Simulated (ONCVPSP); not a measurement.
## What one change does to a pseudopotential (chromium (Cr), ONCV)

```json
{"Element": "chromium", "Generator": "ONCVPSP 4.0.1", "Type": "optimised norm-conserving Vanderbilt (ONCV)", "Functional": "LDA (Perdew-Zunger)", "Relativity": "scalar-relativistic", "Frozen core": "[Ar]", "Valence charge": "6", "Reference configuration": "3d5 4s0.5 4p0.5", "Partial waves": "4s: rc 2.50 bohr, ncon 4, nbas 8, qcut 2.6 1/bohr, 2 projectors, debl 3.5 Ha; 4p: rc 4.00 bohr, ncon 4, nbas 7, qcut 2.3 1/bohr, 1 projector; 3d: rc 1.85 bohr, ncon 4, nbas 8, qcut 7.7 1/bohr, 2 projectors, debl 2.4 Ha", "Local potential": "polynomial inside 1.20 bohr (lpopt 5, dvloc0 0 Ha)", "Core correction": "Teter function, fcfact 5.25, rcfact 1.75"}
```

Change: s: debl 1.8.

Cutoffs: the cutoffs (Ha) at which the residual kinetic energy of the hardest occupied pseudo-wave falls to 1 and 0.1 mHa per electron; they do not see the model core or the augmentation charge, which bear on the density cutoff. Errors are all-electron minus pseudo energies relative to the spin-unpolarised reference configuration.

**Question.** Predict the effect on cutoff, ghosts and configuration errors.

**Answer.** The potential gets neither clearly harder nor softer (25 Ha and 28 Ha → 25 Ha and 28 Ha); a bound ghost appears in s, which as a rule spoils a file; the errors of the 3 common tests hardly move; the range in which the s phases agree widens (upper end 0.7 → 2.6).

```csv
quantity,base,changed
"cutoff, loose",25 Ha,25 Ha
"cutoff, tight",28 Ha,28 Ha
bound ghosts,none,s
GHOST(+) flags under 300 eV,"p at 0.6 eV, s at 23.1 eV",p at 0.6 eV
tests with a reliable result,3 of 4,3 of 4
"error for 3d5 4s1 4p0, meV [ΔE -1.58 eV]",-4.3,-4.4
"error for 3d5 4s0 4p0, meV [ΔE 5.56 eV]",-53,-53
"error for 3d4 4s0 4p0, meV [ΔE 21.91 eV]",-324,-324
s: phases at 2.54 bohr within 0.05 rad from the reference energy up to (Ha; the scan ends near 5),0.7,2.6
p: phases at 4.06 bohr within 0.05 rad from the reference energy up to (Ha; the scan ends near 5),0.0,0.0
d: phases at 1.88 bohr within 0.05 rad from the reference energy up to (Ha; the scan ends near 5),to the end of the scan,to the end of the scan
"rms error of d²Exc/dni dnj with the model core, mHa",3.56,3.56
```

 A true bound ghost makes a file unfit for plane-wave use even where its test errors are small: the radial tests pick states by their node count and pass the ghost by.
